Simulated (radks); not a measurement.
Values are calculated unless marked as measured or tabulated.
Task: These are the eigenvalues of the occupied orbitals of an atom or ion with whole-number occupations (hartree). Code: a radial shooting solver on a logarithmic mesh with Libxc functionals. Model: scalar-relativistic Kohn-Sham, LDA (Slater exchange, VWN5 correlation), spin-polarised, spherical densities, finite nucleus; Fermi nuclear charge, rms radius of each element as measured or else 0.836 A^(1/3) + 0.57 fm.

orbital  eigenvalue
1s up     -1342.039
1s down   -1342.017
2s up     -233.5295
2s down   -233.5155
2p up     -212.5294
2p down   -212.5104
3s up     -68.65363
3s down   -68.62913
3p up     -61.87820
3p down   -61.85146
3d up     -52.07242
3d down   -52.04735
4s up     -30.53480
4s down   -30.40600
4p up     -28.05763

Which element is it, and in what charge state? The configuration may be excited. Open shells, if any, are filled with parallel spins first.

Result: Z = 55, caesium, charge +24: Cs24+ in [Ar] 3d10 4s2 4p1. The list shows which subshells hold electrons but not how many an open one holds; the 1s level, -1342 hartree, gives Z - s = 51.8 by -(Z - s)^2/2, which with screening and relativity narrows Z to a few neighbours, and the depths of the outer levels then fix element, charge and occupations together.
